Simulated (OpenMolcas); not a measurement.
4s² 4p³ along the 33-electron sequence

```json
{
 "Program": "OpenMolcas",
 "Method": "CASSCF",
 "Basis": "ANO-RCC-VTZP",
 "Scalar Hamiltonian": "DKH2, point nucleus",
 "Spin-orbit coupling": "RASSI with atomic mean-field integrals over the reference wave functions, term energies averaged over their components"
}
```

Active space for each ion: 3 electrons in 3 orbitals (4p).

Computed levels in cm-1 above ⁴S°_3/2:

```csv
Level,Se+,Br2+,Kr3+
²D°_3/2,17454,19822,22005
²D°_5/2,17852,20572,23229
²P°_1/2,29530,34004,38316
²P°_3/2,30064,35020,39989
weight of ⁴S° in the lowest level (%),100,99,99
```

Measured, with the error of the calculation in %. Measured levels: Se+ from NIST Handbook of Basic Atomic Spectroscopic Data; Br2+ from Moore, Atomic Energy Levels, vol. II, NSRDS-NBS 35 (1971 reprint of NBS Circular 467, 1952); Kr3+ from Saloman, J. Phys. Chem. Ref. Data 36, 215 (2007).

| Level | Se+ | Br2+ | Kr3+ |
| --- | --- | --- | --- |
| ²D°_3/2 | 13168 (+32.5) |  | 17038 (+29.2) |
| ²D°_5/2 | 13784 (+29.5) |  | 18700 (+24.2) |
| ²P°_1/2 | 23038 (+28.2) | 26915 (+26.3) | 31056 (+23.4) |
| ²P°_3/2 | 23895 (+25.8) | 28579 (+22.5) | 33406 (+19.7) |

²D°_3/2 changes by a factor of 1.26 over the same range, with steps per unit of Z of +2370, +2180 cm-1.

With the s shell closed, the reference lacks s² → p² mixing. Without dynamic correlation excited terms often stand tens of per cent too high (terms of higher spin than the ground term too low), and those without a measured partner can miss by more than the paired ones (holds for Se+). Measured partners are found by configuration, term and J. A level has none where our copy of the source lacks it or the pairing is in doubt (some pairs that miss far off the trend of their configuration count as doubtful), and it then counts in no deviation. Only configurations of the active space appear.

° marks odd parity.
